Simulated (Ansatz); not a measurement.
Frontier orbitals of `[CH3][In]([F])[Br]`.

The species carries charge 0 and has multiplicity 1. Correlated methods include outer-core shells of Br, In, which these sets cover unevenly. Scalar relativity is left out up to krypton. In: def2 effective core potential. Geometry: relaxed with PBE0-D4/def2-TZVP. Basis def2-TZVPP, Ansatz 0.2.0.

```tsv
functional	HOMO (eV)	LUMO (eV)	gap (eV)
PBE	-7.03	-2.57	4.46
revPBE	-6.96	-2.45	4.51
B97M-V	-7.41	-2.43	4.98
PBE0	-8.31	-1.70	6.61
r2SCAN0	-8.53	-1.56	6.97
HSE06 (plane-wave form)	-7.91	-2.07	5.84
ωB97M-V	-10.52	0.09	10.61
```

A quarter of exact exchange (PBE0) shifts PBE's HOMO by −1.28 eV and its LUMO by +0.87 eV; full exchange at long range (ωB97M-V) shifts them by −3.49 and +2.67 eV. The gap opens from 4.45 to 10.62 eV, since occupied levels lose self-interaction and empty ones feel all the electrons. A positive LUMO is unbound and depends on the basis.
